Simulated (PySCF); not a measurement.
Dissociation curve of BN, triplet.

Methods: UKS-LDA (SVWN5) = PySCF with unrestricted LDA (SVWN5)/6-31G; UHF/6-31G (PySCF); UCCSD(T) = CCSD(T) on UHF/6-31G, 2 core orbitals frozen in PySCF.

Energies relative to the lowest point of each curve near equilibrium, in kJ/mol:

```
R / Å  UKS-LDA (SVWN5)    UHF
-----  ---------------  -----
1.05             356.9  334.9
1.13             191.2  148.7
1.20              74.5   48.3
1.25              29.6   13.2
1.27              18.0    5.7
1.32               1.8    0.0
1.37               0.0    8.6
1.41               6.4   22.8
```

Problem. Predict the corresponding UCCSD(T) column.

Solution. 1.05: 372.7; 1.13: 206.9; 1.20: 87.4; 1.25: 38.4; 1.27: 25.2; 1.32: 5.2; 1.37: 0.0; 1.41: 3.8 (kJ/mol).

The scan ran from 1.05 to 5.21 Å; beyond the distances shown one of the unrestricted levels run for this scan, shown here or not, changes its spin distribution in one step. The unrestricted determinant behind UHF, UCCSD(T) is spin-contaminated at 1.37 to 1.41 Å (<S²> up to 2.2, against 2.00 for a pure triplet).
